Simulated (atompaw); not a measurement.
# How hard is this tungsten (W) PAW (atompaw) potential?

atompaw 4.2.0.5 input, output lines left out:

```
W 74
LDA-PW loggrid 2001 logderivrange -2 5 176
6 6 5 4 0 0
6 1 0
5 2 4
0 0 0
c
c
c
c
c
v
c
c
c
c
v
c
c
v
c
2
3.00 2.75 2.90 2.45
y
4.9
n
y
4.2
n
y
1.2
n
bloechl sinc
3 -0.5 ultrasoft
```

The pseudo-atom Hamiltonian at the reference potential is diagonalised in spherical Bessel functions j_l(qr) that vanish at 20 bohr, with q² up to the cutoff. All-electron valence levels (Ry): 6s -0.3629, 6p -0.1175, 5d -0.4411.

Task: How do the lowest levels (Ry) of each channel move with the cutoff, and are there ghosts?

Result:

```tsv
cutoff (Ry)	s #1	s #2	p #1	p #2	d #1	d #2	f #1	Σ f·Δε (mRy)
8	-0.3625	0.0057	-0.1173	0.0467	-0.3744	0.0563	0.1071	267.3
12	-0.3629	0.0057	-0.1174	0.0467	-0.4276	0.0550	0.1071	54.1
15	-0.3629	0.0057	-0.1175	0.0467	-0.4359	0.0547	0.1071	20.8
21	-0.3629	0.0057	-0.1175	0.0467	-0.4407	0.0545	0.1071	1.4
25	-0.3629	0.0057	-0.1175	0.0467	-0.4410	0.0545	0.1071	0.4
35	-0.3629	0.0057	-0.1175	0.0467	-0.4411	0.0545	0.1071	0.0
400	-0.3629	0.0057	-0.1175	0.0467	-0.4411	0.0545	0.1071	0.0
```

Result: no extra level below or beside the all-electron valence levels (s, p, d, f tested); 10 mRy is reached at 18 Ry and 1 mRy at 25 Ry.
